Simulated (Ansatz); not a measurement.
Ge(CCH)2Me2 (C₆H₈Ge) was relaxed with PBE0-D4 (def2-SVP) in Ansatz in these states: charge +1 doublet, neutral singlet. The geometries follow in no particular order.

A:

```xyz
15

Ge   -0.221    0.151    0.089
C    -1.475   -1.121   -0.442
C    -2.270   -1.962   -0.835
H    -2.987   -2.698   -1.170
C     0.241    0.004    1.889
C     0.595   -0.083    3.055
H     0.890   -0.157    4.092
C    -0.358    1.921   -0.664
H     0.524    2.514   -0.389
H    -1.263    2.378   -0.231
H    -0.462    1.856   -1.755
C     1.556   -0.642   -0.836
H     1.282   -0.594   -1.896
H     1.639   -1.648   -0.410
H     2.309    0.081   -0.499
```

B:

```csv
atom,x (Å),y (Å),z (Å)
Ge1,0.0427,-0.0284,-0.0374
C2,-0.9622,1.5383,-0.4641
C3,-1.5878,2.5375,-0.7643
H4,-2.1444,3.4208,-1.0229
C5,-0.4737,-0.5758,1.7177
C6,-0.7818,-0.9501,2.8333
H7,-1.0592,-1.2752,3.8204
C8,1.9361,0.4097,-0.0364
H9,2.5267,-0.4743,0.2443
H10,2.1373,1.2141,0.6847
H11,2.2457,0.7447,-1.0369
C12,-0.4046,-1.4357,-1.3009
H13,-0.1445,-1.1213,-2.3219
H14,-1.4812,-1.6518,-1.2599
H15,0.1509,-2.3524,-1.0556
```

Problem. Judge from the bond lengths which geometry belongs to which state (an estimate).

Solution. A is the charge +1 doublet (Ge1–C12 2.155 Å, Ge1–C5 1.863 Å, Ge1–C2 1.863 Å); B is the neutral singlet (Ge1–C12 1.943 Å, Ge1–C5 1.910 Å, Ge1–C2 1.910 Å).
